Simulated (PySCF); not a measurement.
dimethyl selenide (C2H6Se), singlet, at a GFN2-xTB geometry; PySCF with SVWN5/6-31G*.

The PySCF input:
```python
from pyscf import gto, scf, dft

mol = gto.M(
    atom='''
C     1.427456   -0.352530    0.804101
Se    0.018572    0.177668   -0.439477
C    -1.491744   -0.262468    0.717145
H     1.320476   -1.409446    1.036687
H     2.381536   -0.173149    0.317011
H     1.351604    0.247522    1.707869
H    -1.464083   -1.323538    0.953742
H    -2.402307   -0.025560    0.174512
H    -1.432956    0.333430    1.624923
''',
    basis='6-31g*',
    charge=0,
    spin=0,
    verbose=4,
)

mf = dft.RKS(mol)
mf.xc = 'lda,vwn'
mf.kernel()
```

What the program printed (banner, timings and long lists left out):

```
PySCF version 2.14.0

[INPUT] verbose = 4
[INPUT] num. atoms = 9
[INPUT] num. electrons = 52
[INPUT] charge = 0
[INPUT] spin (= nelec alpha-beta = 2S) = 0
[INPUT] symmetry False subgroup None
[INPUT] Mole.unit = angstrom
[INPUT] Symbol           X                Y                Z      unit          X                Y                Z       unit  Magmom
[INPUT]  1 C      1.427456000000  -0.352530000000   0.804101000000 AA    2.697500894867  -0.666185150693   1.519530666489 Bohr   0.0
[INPUT]  2 Se     0.018572000000   0.177668000000  -0.439477000000 AA    0.035095993585   0.335743861099  -0.830491168045 Bohr   0.0
[INPUT]  3 C     -1.491744000000  -0.262468000000   0.717145000000 AA   -2.818987607963  -0.495992636462   1.355207641601 Bohr   0.0
[INPUT]  4 H      1.320476000000  -1.409446000000   1.036687000000 AA    2.495337994061  -2.663466927364   1.959054506897 Bohr   0.0
[INPUT]  5 H      2.381536000000  -0.173149000000   0.317011000000 AA    4.500450795792  -0.327204188742   0.599063968474 Bohr   0.0
[INPUT]  6 H      1.351604000000   0.247522000000   1.707869000000 AA    2.554161388867   0.467748789805   3.227404666635 Bohr   0.0
[INPUT]  7 H     -1.464083000000  -1.323538000000   0.953742000000 AA   -2.766715893632  -2.501124335455   1.802311173495 Bohr   0.0
[INPUT]  8 H     -2.402307000000  -0.025560000000   0.174512000000 AA   -4.539702297126  -0.048301399744   0.329779885450 Bohr   0.0
[INPUT]  9 H     -1.432956000000   0.333430000000   1.624923000000 AA   -2.707894388552   0.630091381714   3.070659443507 Bohr   0.0

nuclear repulsion = 186.34325845434
number of shells = 36
number of NR pGTOs = 173
number of NR cGTOs = 72
basis = 6-31g*
ecp = {}

******** <class 'pyscf.dft.rks.RKS'> ********
method = RKS
initial guess = minao
damping factor = 0
level_shift factor = 0
DIIS = <class 'pyscf.scf.diis.CDIIS'>
diis_start_cycle = 1
diis_space = 8
diis_damp = 0
SCF conv_tol = 1e-09
SCF conv_tol_grad = None
SCF max_cycles = 50
direct_scf = True
direct_scf_tol = 1e-13
XC library pyscf.dft.libxc version 7.1.2
    S. Lehtola, C. Steigemann, M. J. T. Oliveira, and M. A. L. Marques,  SoftwareX 7, 1–5 (2018)
XC functionals = lda,vwn
    P. A. M. Dirac,  Math. Proc. Cambridge Philos. Soc. 26, 376 (1930)
    F. Bloch,  Z. Phys. 57, 545 (1929)
    S. H. Vosko, L. Wilk, and M. Nusair,  Can. J. Phys. 58, 1200 (1980)
radial grids:
    Treutler-Ahlrichs [JCP 102, 346 (1995); DOI:10.1063/1.469408] (M4) radial grids

becke partition: Becke, JCP 88, 2547 (1988); DOI:10.1063/1.454033
pruning grids: <function nwchem_prune>
grids dens level: 3
symmetrized grids: False
atomic radii adjust function: <function treutler_atomic_radii_adjust>
small_rho_cutoff = 0
Set gradient conv threshold to 3.16228e-05
Initial guess from minao.
tot grids = 107512
init E= -2475.94551780273
  HOMO = -0.25302000858875  LUMO = -0.0736005943537421  gap/eV = 4.88225
cycle= 1 E= -2476.82006783568  delta_E= -0.875  |g|= 0.49  |ddm|= 2.72
  HOMO = -0.135365521346905  LUMO = 0.0414140835242316  gap/eV = 4.81042
cycle= 2 E= -2476.74573956032  delta_E= 0.0743  |g|= 0.708  |ddm|= 1.12
  HOMO = -0.161809451815969  LUMO = -0.00229250670164749  gap/eV = 4.34068
cycle= 3 E= -2476.8735883438  delta_E= -0.128  |g|= 0.11  |ddm|= 0.713
  HOMO = -0.176186222646635  LUMO = -0.0112798672231129  gap/eV = 4.48733
cycle= 4 E= -2476.87761639444  delta_E= -0.00403  |g|= 0.023  |ddm|= 0.195
  HOMO = -0.172798526661524  LUMO = -0.00839229840329736  gap/eV = 4.47372
cycle= 5 E= -2476.87774217198  delta_E= -0.000126  |g|= 0.00579  |ddm|= 0.0387
  HOMO = -0.173588875833308  LUMO = -0.00880529376700068  gap/eV = 4.48399
cycle= 6 E= -2476.87774668907  delta_E= -4.52e-06  |g|= 0.000643  |ddm|= 0.00664
  HOMO = -0.173546166989653  LUMO = -0.00881368211779954  gap/eV = 4.48260
cycle= 7 E= -2476.87774679485  delta_E= -1.06e-07  |g|= 9.11e-05  |ddm|= 0.00101
  HOMO = -0.173560949165042  LUMO = -0.00882688548917088  gap/eV = 4.48264
cycle= 8 E= -2476.87774679739  delta_E= -2.54e-09  |g|= 2.47e-05  |ddm|= 0.000156
  HOMO = -0.173560322584239  LUMO = -0.00882744696360138  gap/eV = 4.48261
cycle= 9 E= -2476.87774679754  delta_E= -1.56e-10  |g|= 4.02e-06  |ddm|= 2.84e-05
  HOMO = -0.173561620281523  LUMO = -0.00882828611414688  gap/eV = 4.48262
Extra cycle  E= -2476.87774679754  delta_E= 4.55e-12  |g|= 4.84e-06  |ddm|= 1.17e-05
converged SCF energy = -2476.87774679754
```
